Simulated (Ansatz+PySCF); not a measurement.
The numbers below are computed, except where a source is named.
This PySCF input gave a total energy of -3.24961 hartree.

```python
from pyscf import gto, scf

mol = gto.M(atom="""
H 1.000000 0.000000 0.000000
H 0.500000 0.866030 0.000000
H -0.500000 0.866030 0.000000
H -1.000000 0.000000 0.000000
H -0.500000 -0.866030 0.000000
H 0.500000 -0.866030 0.000000
""", basis='cc-pvdz', charge=0, spin=0)
mf = scf.UHF(mol)
mf.init_guess = 'minao'
mf.kernel()
while True:  # follow internal instabilities
    mo, _, stable, _ = mf.stability(return_status=True)
    if stable: break
    mf.kernel(mf.make_rdm1(mo, mf.mo_occ))
print(mf.converged, mf.e_tot, mf.spin_square()[0])
```

(1) Write an input for Ansatz with the same method and basis set.

## Answers

(1)

```yaml
crystal:
  periodic: [false, false, false]
  atoms:
    - { symbol: H, position_ang: [1.0, 0.0, 0.0] }
    - { symbol: H, position_ang: [0.5, 0.86603, 0.0] }
    - { symbol: H, position_ang: [-0.5, 0.86603, 0.0] }
    - { symbol: H, position_ang: [-1.0, 0.0, 0.0] }
    - { symbol: H, position_ang: [-0.5, -0.86603, 0.0] }
    - { symbol: H, position_ang: [0.5, -0.86603, 0.0] }
basis:
  gaussian: { orbitals: cc-pVDZ }
magnetization:
  spin_polarized: true
hamiltonian:
  xc: hf
```

Ansatz (development build ahead of 0.2.0) gave -3.24961 hartree, 0.05 meV from the first.
